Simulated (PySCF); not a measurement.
# Fe: excitation energy

Fe [Ar] 3d6 4s2 (5D) → Fe [Ar] 3d5 4s2 5s1 (7S), as a difference of total energies. Computed with PySCF 2.14 in aug-cc-pwCVTZ-DK (10s9p7d4f3g, 127 functions), with the spin-free X2C one-electron Hamiltonian (Gaussian nucleus). Correlated levels: valence: [Ar] frozen; valence and next inner shell: [Ne] frozen; nothing frozen. The calculations carry no spin-orbit coupling.

```tsv
method	excitation energy (cm⁻¹)
UHF	48330
LDA	71925
PBE	70901
PBE0	67015
wB97M-V	67295
B97-3	67827
BP86	72334
MP2 (valence)	61540
SCS-MP2 (valence)	63551
MP2 (valence and next inner shell)	63966
SCS-MP2 (valence and next inner shell)	64398
MP2 (all electrons)	64114
SCS-MP2 (all electrons)	64437
```

A first-order spin-orbit estimate (lowest level to lowest level, LS coupling) adds 0.058 eV.

The upper state lies above the first ionisation limit, where it may autoionise and the basis confines it. A Rydberg-like electron needs more diffuse functions than a valence basis has.

The promoted electron is Rydberg-like, and one or two diffuse shells describe it only roughly, which tends to raise the upper state.
